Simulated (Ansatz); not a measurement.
The molecule AgCl, closed-shell singlet (the spin of the measured ground state). No spin–orbit coupling.

The constants come from a fifth-degree fit in 1/R (seven points, main isotopes). Runs in def2 and cc sets follow the lowest solution found near the PBE0 minimum. The singlet is held restricted.

Correlated levels freeze the inner cores; with def2 sets outer-core shells near the valence are correlated too. CBS: X⁻³ extrapolation of the correlation energy, Hartree–Fock from the larger set.

Run with Ansatz (a first-principles code). Each number belongs to the level named beside it. In def2 rows elements past Kr take small-core potentials, without spin–orbit coupling.

Quantity: r_e, from seven points a level.

Costs are ratios of core time to PBE/def2-TZVPP (roughly 12 s), for whole runs (searches for the state included, and forces where a run took them) on one shared machine, so rough; each error counts from the measured 2.2808 Å [microwave values compiled in ACS Omega 2, 8373 (2017)].

```json
[
 {"level": "PBE/def2-TZVPP", "basis functions": "98", "cost": "×1", "error (Å)": "0.000"},
 {"level": "B3LYP/def2-TZVPP", "basis functions": "98", "cost": "×1", "error (Å)": "0.025"},
 {"level": "BHLYP/def2-TZVPP", "basis functions": "98", "cost": "×1", "error (Å)": "0.033"},
 {"level": "CAM-B3LYP/def2-TZVPP", "basis functions": "98", "cost": "×2", "error (Å)": "0.008"},
 {"level": "r2SCAN/def2-TZVPP", "basis functions": "98", "cost": "×2", "error (Å)": "-0.009"},
 {"level": "B2PLYP/def2-TZVPP", "basis functions": "98", "cost": "×2", "error (Å)": "0.010"},
 {"level": "B97M-V/def2-TZVPP", "basis functions": "98", "cost": "×2", "error (Å)": "0.011"},
 {"level": "wB97X-V/def2-TZVPP", "basis functions": "98", "cost": "×3", "error (Å)": "0.010"},
 {"level": "wB97M-V/def2-TZVPP", "basis functions": "98", "cost": "×3", "error (Å)": "0.016"},
 {"level": "CCSD(T)/def2-TZVPP", "basis functions": "98", "cost": "×6", "error (Å)": "0.009"},
 {"level": "CCSD(T)/def2-QZVPP", "basis functions": "158", "cost": "×20", "error (Å)": "0.006"},
 {"level": "CCSD(T)/CBS(def2-TZVPP, def2-QZVPP)", "basis functions": "-", "cost": "×30", "error (Å)": "0.004"}
]
```

The cheapest listed level whose error stays within 0.005 Å: PBE/def2-TZVPP (0.000 Å, cost ×1).

What the step from CCSD(T)/def2-TZVPP to CCSD(T)/def2-QZVPP costs and buys: 98 to 158 functions, cost ×3 (rough); the error goes from 0.009 to 0.006 Å.
